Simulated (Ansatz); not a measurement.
Q: Name a neutral molecule of C, F and H with LUMO energy (B3LYP/def2-TZVPP) between 0.55 and 0.85 eV and HOMO energy (B3LYP/def2-TZVPP) between -9.55 and -9.25 eV (Ansatz, PBE0-D4/def2-TZVP geometry).

A: `FCCC(F)(F)CF` (0.56 eV, -9.41 eV); `FCC(F)CF` (0.68 eV, -9.27 eV); `FCC(F)(CF)CF` (0.67 eV, -9.33 eV); `FCC(F)CC(F)F` (0.72 eV, -9.29 eV); `CC(F)(F)C(F)CF` (0.81 eV, -9.35 eV); `FC(F)CCC(F)F` (0.74 eV, -9.25 eV). Other molecules can fit too; these were computed, each in one conformer that needn't be the lowest.

B3LYP here is the variant with VWN-RPA as its local correlation; programs differ in this.
